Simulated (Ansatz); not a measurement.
```xyz
6

F    -1.1553    1.8169   -0.5603
Si   -0.2919    0.7574    0.2506
Cl   -0.5135    1.3048    2.2056
O    -0.7279   -0.8064   -0.0671
Al    0.9291   -0.9389   -0.6140
H     1.7595   -2.1339   -1.2147
```

Total charge 0; spin multiplicity 1.

Task: List the B3LYP/def2-TZVPP orbital energies in eV (Ansatz 0.2.0). (An estimate is asked.)

Result: Computed: Occupied: -2762.59, -1801.05, -1525.60, -671.71, -520.57, -257.35, -196.36, -196.24, -196.23, -145.31, -113.56, -100.67, -100.64, -100.62, -74.28, -74.15, -74.08, -32.69, -26.79, -22.71, -14.95, -12.77, -12.68, -12.55, -11.94, -10.97, -10.27, -10.01, -9.37, -9.06, -6.76. Lowest empty: -2.13, -1.79, -0.52, 0.94, 1.26, 1.96, 2.22, 3.07.

B3LYP here is the variant with VWN-RPA as its local correlation; programs differ in this.
